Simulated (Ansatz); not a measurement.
Input for Ansatz (a quantum-chemistry and plane-wave program): R-CCSD(T)/def2-SVPD on HBr (SMILES Br) with ghost functions, monomers drawn apart or pushed together. The run froze 14 orbitals, filled d shells among them.

Ansatz 0.2 input:
```yaml
crystal:
  periodic: [false, false, false]
  atoms:
    - {symbol: Br, position_ang: [-0.46725957, -1.37691034, -0.09631907]}
    - {symbol: H, position_ang: [0.41335495, -0.30808090, 0.25409780]}
basis:
  gaussian:
    orbitals: def2-SVPD
    ghost_atoms:
      - {symbol: O, position_ang: [-0.98614682, 0.04929615, 3.56546797]}
      - {symbol: Si, position_ang: [0.61359918, 0.38569976, 3.76642379]}
      - {symbol: H, position_ang: [-1.23327853, -0.53871802, 2.84426174]}
      - {symbol: H, position_ang: [1.39732630, -0.80704322, 4.16804276]}
      - {symbol: H, position_ang: [0.69541029, 1.42463171, 4.81052708]}
      - {symbol: H, position_ang: [1.21584574, 0.90536910, 2.50596423]}
magnetization: {spin_polarized: false}
correlation: {method: ccsd_t, electrons: outside_noble_gas}
scf: {lower_state_search: off}
```

Output:

```
Functional definition: HF
[...]
these checks for a lower state are left out or cut short: stability, starts, cluster_reference, orbital_swaps, neighbouring_geometries, increment
integrals: 0.22 GiB planned
1052 factors; integrals over basis functions are off by at most 9.1e-4 eV
mean field: 0.33 GiB planned
mean field evaluation 1: about -70006.0579 eV, gradient 9.5e0 eV
mean field evaluation 2: about -70006.0588 eV, gradient 9.5e0 eV
mean field evaluation 4: about -70006.4354 eV, gradient 1.1e0 eV
mean field evaluation 8: about -70006.4420 eV, gradient 6.1e-5 eV
mean field -70006.44203889 eV, -2572.6892928586 hartree, gradient 3.0e-6 eV, S^2 0.000000; 0 other end points of the search recorded, 0 dependent functions left out
14 core orbitals not correlated
reference -70006.44203889 eV, -2572.6892928586 hartree; 4, 4 occupied and 110, 110 virtual orbitals, 1052 factors
second order -3.75537257 eV of doubles, -0.00000000 eV of singles
coupled cluster: 0.56 GiB planned
cycle   1  -4.08914759 eV  change   -3.3e-1 eV  update   3.8e-2
cycle   2  -4.18400530 eV  change   -9.5e-2 eV  update   1.2e-2
cycle   3  -4.19078202 eV  change   -6.8e-3 eV  update   2.8e-3
cycle   4  -4.19048550 eV  change    3.0e-4 eV  update   6.5e-4
cycle   5  -4.19031060 eV  change    1.7e-4 eV  update   1.6e-4
cycle   6  -4.19029176 eV  change    1.9e-5 eV  update   5.0e-5
cycle   7  -4.19029438 eV  change   -2.6e-6 eV  update   1.6e-5
cycle   8  -4.19029560 eV  change   -1.2e-6 eV  update   4.7e-6
perturbative correction -0.09994167 eV, -0.0036727888 hartree
Total energy: -70010.73227616 eV, -2572.8469561702 hartree
Checks for a lower state left out: stability, starts, cluster_reference, orbital_swaps, neighbouring_geometries, increment
```

Self-consistency was reached.

Cost: around 3 core-seconds (rough).
